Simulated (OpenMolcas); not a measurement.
## OpenMolcas run: Ge⁺

Input:

```
&GATEWAY
Coord
1

Ge 0.0 0.0 0.0
Basis=ANO-R3
Group=XYZ
NoMove
AngMom=0.0 0.0 0.0
AMFI
&SEWARD
* reference wave functions (RASSCF and RASSI steps not shown): 3 electrons in 9 orbitals (RAS2 4s 4p; RAS3 4d, at most 2 electrons)
>>> COPY JOB002 $Project.JobIph
&CASPT2
Multistate=3 1 2 3
Frozen=8 6
IPEA=0.35
Imaginary=0.1
MaxIter=60
WThr=0.0 0.3 0.05
PrWF=0.5
NoMix
>>> COPY JOB003 $Project.JobIph
&CASPT2
Multistate=3 1 2 3
Frozen=8 6
IPEA=0.35
Imaginary=0.1
MaxIter=60
WThr=0.0 0.3 0.05
PrWF=0.5
NoMix
>>> COPY JOB004 $Project.JobIph
&CASPT2
Multistate=6 1 2 3 4 5 6
Frozen=8 6
IPEA=0.35
Imaginary=0.1
MaxIter=60
WThr=0.0 0.3 0.05
PrWF=0.5
NoMix
```

Launched by
```bash
OMP_NUM_THREADS=1 MOLCAS_MEM=2252 MOLCAS_PROJECT=a pymolcas a.inp > a.log  # once for each step of the input, in one work folder
```

Output, cut to the results:

```
--- CASPT2 ---
Orbital specifications:
      -----------------------

      Symmetry species                           1   2
                                                ag  au
      Frozen orbitals                            8   6
      Inactive orbitals                          0   0
      Active orbitals                            6   3
      Secondary orbitals                        36  37
      Deleted orbitals                           0   0
      Number of basis functions                 50  46
Type of calculation                        MS-CASPT2
      Fock operator                              state-specific
      IPEA shift                                 0.35
      Real shift                                 0.00
      Imaginary shift                            0.10
      The input orbitals will be transformed to quasi-canonical
Reference energy:       -2096.8808827313
      E2 (Non-variational):      -0.0107394866
      Shift correction:          -0.0000499761
      E2 (Variational):          -0.0107894627
      Total energy:           -2096.8916721940
      Residual norm:              0.0000001962
      Reference weight:           0.99466
      Contributions to the CASPT2 correlation energy
      Active & Virtual Only:         -0.0107394866
      One Inactive Excited:           0.0000000000
      Two Inactive Excited:           0.0000000000
Reference energy:       -2096.8808827313
      E2 (Non-variational):      -0.0107431113
      Shift correction:          -0.0000500737
      E2 (Variational):          -0.0107931850
      Total energy:           -2096.8916759163
      Residual norm:              0.0000001970
      Reference weight:           0.99465
      Contributions to the CASPT2 correlation energy
      Active & Virtual Only:         -0.0107431113
      One Inactive Excited:           0.0000000000
      Two Inactive Excited:           0.0000000000
::    CASPT2 Root  1     Total energy:  -2096.89167219
::    CASPT2 Root  2     Total energy:  -2096.89167592
::    CASPT2 Root  3     Total energy:  -2096.89166359
::    MS-CASPT2 Root  1     Total energy:  -2096.89167592
::    MS-CASPT2 Root  2     Total energy:  -2096.89167219
::    MS-CASPT2 Root  3     Total energy:  -2096.89166359
--- CASPT2 ---
Orbital specifications:
      -----------------------

      Symmetry species                           1   2
                                                ag  au
      Frozen orbitals                            8   6
      Inactive orbitals                          0   0
      Active orbitals                            6   3
      Secondary orbitals                        36  37
      Deleted orbitals                           0   0
      Number of basis functions                 50  46
Type of calculation                        MS-CASPT2
      Fock operator                              state-specific
      IPEA shift                                 0.35
      Real shift                                 0.00
      Imaginary shift                            0.10
      The input orbitals will be transformed to quasi-canonical
Reference energy:       -2096.6686693936
      E2 (Non-variational):      -0.0038660877
      Shift correction:          -0.0000101528
      E2 (Variational):          -0.0038762405
      Total energy:           -2096.6725456341
      Residual norm:              0.0000007997
      Reference weight:           0.99823
      Contributions to the CASPT2 correlation energy
      Active & Virtual Only:         -0.0038660877
      One Inactive Excited:           0.0000000000
      Two Inactive Excited:           0.0000000000
Reference energy:       -2096.6686693936
      E2 (Non-variational):      -0.0038660884
      Shift correction:          -0.0000101528
      E2 (Variational):          -0.0038762411
      Total energy:           -2096.6725456348
      Residual norm:              0.0000007997
      Reference weight:           0.99823
      Contributions to the CASPT2 correlation energy
      Active & Virtual Only:         -0.0038660884
      One Inactive Excited:           0.0000000000
      Two Inactive Excited:           0.0000000000
::    CASPT2 Root  1     Total energy:  -2096.67254563
::    CASPT2 Root  2     Total energy:  -2096.67254563
::    CASPT2 Root  3     Total energy:  -2096.67254564
::    MS-CASPT2 Root  1     Total energy:  -2096.67254564
::    MS-CASPT2 Root  2     Total energy:  -2096.67254563
::    MS-CASPT2 Root  3     Total energy:  -2096.67254563
--- CASPT2 ---
Orbital specifications:
      -----------------------

      Symmetry species                           1   2
                                                ag  au
      Frozen orbitals                            8   6
      Inactive orbitals                          0   0
      Active orbitals                            6   3
      Secondary orbitals                        36  37
      Deleted orbitals                           0   0
      Number of basis functions                 50  46
Type of calculation                        MS-CASPT2
      Fock operator                              state-specific
      IPEA shift                                 0.35
      Real shift                                 0.00
      Imaginary shift                            0.10
      The input orbitals will be transformed to quasi-canonical
Reference energy:       -2096.5885100769
      E2 (Non-variational):      -0.0136621720
      Shift correction:          -0.0000945714
      E2 (Variational):          -0.0137567433
      Total energy:           -2096.6022668203
      Residual norm:              0.0000002161
      Reference weight:           0.99078
      Contributions to the CASPT2 correlation energy
      Active & Virtual Only:         -0.0136621720
      One Inactive Excited:           0.0000000000
      Two Inactive Excited:           0.0000000000
Reference energy:       -2096.5885100769
      E2 (Non-variational):      -0.0136563726
      Shift correction:          -0.0000950139
...
```

Levels above the lowest, from the spin-orbit matrix with the single-state CASPT2 energies, averaged by term, on its diagonal:

```
Configuration  Term    J  E (cm-1)  Measured (cm-1)      g  Term weight %
       4s2 4p   2P*  1/2       0.0              0.0  0.666            100
       4s2 4p   2P*  3/2      1648             1767  1.334            100
       4s 4p2    4P  1/2     48204            51576  2.670            100
       4s 4p2    4P  3/2     48808            52291  1.735            100
       4s 4p2    4P  5/2     49724            53367  1.601            100
       4s 4p2    2D  3/2     64582            65016  0.800            100
       4s 4p2    2D  5/2     64674            65185  1.201            100
```

Against the 6 measured excited levels shown (NIST Handbook of Basic Atomic Spectroscopic Data) the mean absolute deviation is 1900 cm-1; the largest miss in energy is 4s 4p2 4P 5/2: computed 49724, measured 53367 cm-1 (-6.8 %).

Some high roots are left out of the spin-orbit mixing, which shifts the levels that they would mix with. Active for correlation alone: 4d; no level in the range computed is led by a configuration that fills it, so any true level of that kind is missing. Some terms mix strongly with configurations of 4d, whose occupation reaches 0.21 (4s 4p2 2D). Measured partners are found by configuration, term and J. A level has none where our copy of the source lacks it or the pairing is in doubt (some pairs that miss far off the trend of their configuration count as doubtful), and it then counts in no deviation. Levels of configurations outside the active space are missing. The first state left out of the spin-orbit step lies near 93000 cm-1 above the lowest spin-free state of the reference (among the parities and spins computed), and the list stops at four fifths of that energy or lower.

The CASPT2 steps took 7.8 s on 1 thread of AMD EPYC 7R43 64-Core Processor (Zen 3), with other jobs on the host; the integral step is not counted.

The term weight is that of the spin-free term in the level, not the purity of its configuration. * marks odd parity.
